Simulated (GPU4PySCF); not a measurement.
Cu(MeCN)4 (C₈H₁₂CuN₄), SMILES [Cu+](<-[N]#CC)(<-[N]#CC)(<-[N]#CC)<-[N]#CC, charge +1, multiplicity 1.

Geometry optimised at PBE-D3(BJ)/def2-TZVP. The spin state was assumed, not searched. The isomer is the one that the SMILES or the coordinates give; other isomers of the formula were not compared.

Level of theory: PBE-D3(BJ)/def2-TZVP in GPU4PySCF.

Frequencies are harmonic and unscaled.

A small imaginary wavenumber (i) marks a very flat motion, where grid noise or a shallow saddle decides the sign.

```tsv
mode	ν (cm⁻¹)	IR (km/mol)	moving atoms (share of kinetic energy)
1	11i	0.0	H 100 %
2	7i	0.0	H 100 %
3	7i	0.0	H 100 %
4	6	0.0	H 100 %
5	24	0.0	C 78 %, H 20 %
6	24	0.0	C 78 %, H 20 %
7	30	8.6	C 60 %, H 18 %, Cu 18 %
8	30	8.6	C 60 %, H 18 %, Cu 18 %
9	30	8.6	C 60 %, H 18 %, Cu 18 %
10	86	0.0	N 63 %, C 25 %, H 12 %
11	86	0.0	N 63 %, C 25 %, H 12 %
12	86	0.0	N 63 %, C 25 %, H 12 %
13	153	0.3	N 63 %, C 27 %, H 9 %
14	153	0.2	N 63 %, C 27 %, H 9 %
15	153	9.3	N 45 %, Cu 27 %, C 20 %
16	153	9.3	N 46 %, Cu 27 %, C 20 %
17	153	9.4	N 45 %, Cu 28 %, C 20 %
18	226	0.0	C 61 %, N 30 %, H 8 %
19	236	3.5	C 44 %, Cu 26 %, N 23 %
20	236	3.5	C 44 %, Cu 27 %, N 23 %
21	237	3.5	C 44 %, Cu 27 %, N 23 %
22	380	0.0	C 56 %, N 25 %, H 19 %
23	380	0.0	C 56 %, N 25 %, H 19 %
24	380	0.0	C 56 %, N 25 %, H 19 %
25	390	1.2	C 50 %, N 33 %, H 17 %
26	390	1.2	C 50 %, N 33 %, H 17 %
27	390	1.2	C 50 %, N 33 %, H 17 %
28	390	0.0	C 50 %, N 33 %, H 17 %
29	390	0.0	C 50 %, N 33 %, H 17 %
30	943	7.6	C 55 %, N 30 %, H 15 %
31	943	7.6	C 55 %, N 30 %, H 15 %
32	943	7.6	C 55 %, N 30 %, H 15 %
33	952	0.0	C 55 %, N 31 %, H 15 %
34	1009	0.0	H 66 %, C 34 %
35	1009	0.0	H 66 %, C 34 %
36	1009	0.0	H 66 %, C 34 %
37	1009	1.5	H 66 %, C 34 %
38	1009	2.6	H 66 %, C 34 %
39	1009	8.2	H 66 %, C 34 %
40	1009	7.1	H 66 %, C 34 %
41	1009	6.0	H 66 %, C 34 %
42	1352	1.7	H 79 %, C 20 %
43	1352	1.7	H 79 %, C 20 %
44	1352	1.7	H 79 %, C 20 %
45	1354	0.0	H 80 %, C 20 %
46	1409	0.6	H 97 %
47	1409	0.3	H 97 %
48	1409	32.4	H 97 %
49	1409	9.9	H 97 %
50	1409	15.4	H 97 %
51	1409	3.7	H 97 %
52	1409	27.3	H 97 %
53	1409	21.3	H 97 %
54	2288	1.2	C 62 %, N 38 %
55	2288	1.2	C 62 %, N 38 %
56	2288	1.2	C 62 %, N 38 %
57	2301	0.0	C 61 %, N 39 %
58	2986	0.4	H 97 %
59	2986	0.0	H 97 %
60	2986	0.4	H 97 %
61	2986	0.4	H 97 %
62	3062	0.9	H 91 %, C 9 %
63	3062	0.9	H 91 %, C 9 %
64	3062	0.9	H 91 %, C 9 %
65	3062	0.7	H 91 %, C 9 %
66	3062	0.7	H 91 %, C 9 %
67	3062	1.2	H 91 %, C 9 %
68	3062	0.9	H 91 %, C 9 %
69	3062	1.4	H 91 %, C 9 %
```
